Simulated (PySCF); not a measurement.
Open-shell species derived from `C=C1CN=C1C#N`. All by UKS B3LYP (pcH-1 on C H N) in PySCF, non-relativistic with spin–orbit coupling as a perturbation, on GFN2-xTB geometries; isolated species, one conformer each; SCF stability not tested. Couplings are magnitudes for isotopes of over 50 % abundance, averaged over nuclei equivalent by connectivity (but not across a short bond from an atom whose three angles sum to over 350°); populations are Mulliken's. Couplings are sensitive to structure, and on GFN2-xTB geometries they can be far from those on DFT ones.

| species | change | ⟨S²⟩ | g1 | g2 | g3 | largest spin population on | largest couplings |
| --- | --- | --- | --- | --- | --- | --- | --- |
| C=C1[CH]N=C1C#N | H removed from sp3 C | 0.780 | 2.0022 | 2.0024 | 2.0033 | carbon bonded to 2 C and N (0.63) | 1 × 1H 35 MHz, 1 × 14N 8 MHz, 1 × 14N 8 MHz, 1 × 1H 7 MHz, and 1 smaller |
| [H]/[C]=C1/CN=C1C#N | H removed from sp2 C | 0.762 | 2.0018 | 2.0019 | 2.0026 | carbon bonded to C and H (1.02) | 1 × 1H 17 MHz, 2 × 1H 5 MHz, 1 × 14N 2 MHz |

(1) Predict the same entries for `C[C]1CN=C1C#N` [radical] (H added to sp2 C).

(2) Which has the highest and which the lowest g_iso, and which the widest g anisotropy?

(3) How many first-order lines does each doublet give under fast tumbling, over what width, and where is its centre at 9.5 GHz?

Results:

(1) ⟨S²⟩: 0.783; g1: 2.0021; g2: 2.0030; g3: 2.0047; largest spin population on: carbon bonded to 3 C (0.66); largest couplings: 3 × 1H 57 MHz, 1 × 14N 21 MHz, 2 × 1H 19 MHz. The largest Mulliken spin populations are on C2 (+0.66), N4 (+0.61), C5 (-0.22) and C3 (-0.07). The positive populations add up to 1.39 and the negative ones to -0.39, together 2S = 1. The angles at C2 add up to 359.6°, so it is planar. (Numbering: [CH3:1][C:2]1[CH2:3][N:4]=[C:5]1[C:6]#[N:7] (hydrogens: H8, H9, H10 on C1; H11, H12 on C3).)

(2) Highest: C[C]1CN=C1C#N (2.0033, largest spin population on carbon bonded to 3 C). Lowest: [H]/[C]=C1/CN=C1C#N (2.0021, largest spin population on carbon bonded to C and H). Widest: C[C]1CN=C1C#N, g3 − g1 = 0.0026, which alone would spread the powder pattern at 94 GHz over 4.3 mT.

(3) 
```json
{"species": "C[C]1CN=C1C#N", "lines": "36", "width (mT)": "8.9", "centre (mT)": "338.82"}
{"species": "C=C1[CH]N=C1C#N", "lines": "72", "width (mT)": "2.9", "centre (mT)": "338.93"}
{"species": "[H]/[C]=C1/CN=C1C#N", "lines": "18", "width (mT)": "1.1", "centre (mT)": "339.02"}
```

Splittings under 0.05 mT aren't counted.

Means can hide wide spreads in the frozen geometry: C[C]1CN=C1C#N, 3 × 1H from 3 to 92 MHz (mean 57). The drawing needn't show where the spin sits: the atom drawn as the radical centre holds a spin population of 0.47 in C=C1[CH]N=C1C#N.
